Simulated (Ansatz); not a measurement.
Consider the substitution at a C–Si bond: `CC[SiH2]N` + `[CH3][Sn]([OH])([Cl])[Cl]` → `CC[O][Sn]([CH3])([Cl])[Cl]` + `N[SiH3]`.

Computed with Ansatz on PBE0-D4/def2-TZVP structures; ΔE is electronic, products minus reactants. CBS: MP2 limit from def2 TZ/QZ plus the TZ coupled-cluster correction, frozen cores. This one scheme is used for every species. Functionals use def2-TZVPP. def2 core potentials past Kr. For Sn outer-core shells are correlated without core-valence functions, which leaves a few kJ/mol of doubt a bond. One conformer a species, not always the lowest.

`CC[SiH2]N`:

Z-matrix (Å, degrees):
```
C
C 1 1.526
H 1 1.093 2 111.4
H 1 1.093 2 111.7 3 120.1
H 1 1.093 2 111.5 3 -119.7
Si 2 1.871 1 113.2 3 60.7
H 2 1.095 1 110.9 3 -61.0
H 2 1.097 1 110.2 3 -178.0
N 6 1.724 2 110.3 1 178.7
H 6 1.498 2 107.4 1 53.0
H 6 1.490 2 111.3 1 -63.8
H 9 1.008 6 120.0 2 -61.1
H 9 1.007 6 119.1 2 157.3
```

`[CH3][Sn]([OH])([Cl])[Cl]`:

Cartesian coordinates in Å:
```
C 1.454 0.028 -0.441
Sn -0.552 -0.253 0.144
O -1.365 1.463 0.557
Cl -1.841 -1.264 -1.499
Cl -0.770 -1.603 2.017
H 2.008 0.436 0.403
H 1.872 -0.932 -0.737
H 1.477 0.723 -1.279
H -2.283 1.401 0.836
```

`CC[O][Sn]([CH3])([Cl])[Cl]`:

Z-matrix (Å, degrees):
```
C
C 1 1.511
H 1 1.092 2 110.8
H 1 1.093 2 110.2 3 120.2
H 1 1.094 2 111.4 3 -120.5
O 2 1.417 1 113.1 3 55.2
H 2 1.097 1 110.1 3 179.3
H 2 1.095 1 110.1 3 -62.7
Sn 6 1.941 2 123.3 1 66.9
C 9 2.110 6 110.0 2 156.5
Cl 9 2.323 6 109.6 2 -81.4
Cl 9 2.323 6 106.6 2 33.0
H 10 1.089 9 108.4 6 51.9
H 10 1.088 9 108.9 6 171.8
H 10 1.089 9 108.8 6 -67.9
```

`N[SiH3]`:

```xyz
7

N    -0.052   -1.019   -0.311
Si    0.060    0.651    0.086
H    -0.956   -1.463   -0.346
H     0.645   -1.660    0.030
H    -0.913    1.388   -0.761
H    -0.230    1.005    1.508
H     1.447    1.097   -0.206
```

Q: Is it downhill or uphill in electronic energy at CCSD(T)/CBS, and by how much? (Best estimate.)

A: Ansatz gave: Uphill: ΔE = +17.8 kcal/mol.

Q: What do these levels give: LDA (SPW92), r2SCAN-D4, B97M-V, BHLYP-D4, CCSD(T)/def2-SVP, MP2/def2-TZVPP? (Best estimate.)

A: Computed: LDA (SPW92) 17.4, r2SCAN-D4 18.0, B97M-V 17.6, BHLYP-D4 16.6, CCSD(T)/def2-SVP 12.3, MP2/def2-TZVPP 18.6 kcal/mol.

Largest T1 diagnostic among the species: 0.012.

At CCSD(T), def2-SVP lies −5.6 kcal/mol from the extrapolated value and def2-TZVPP −0.6 kcal/mol. Leaving LDA and LC-ωPBE aside and taking each functional with its dispersion term where it has one, the values, not all of them listed here, spread over 3.0 kcal/mol, from BLYP-D4 to PBE-QIDH. LDA lies −1.3 kcal/mol from PBE without D4. In def2-TZVPP, CCSD(T) changes the Hartree–Fock value by +0.7 kcal/mol (the triples alone add −0.3 kcal/mol) and MP2 by +2.0 kcal/mol.
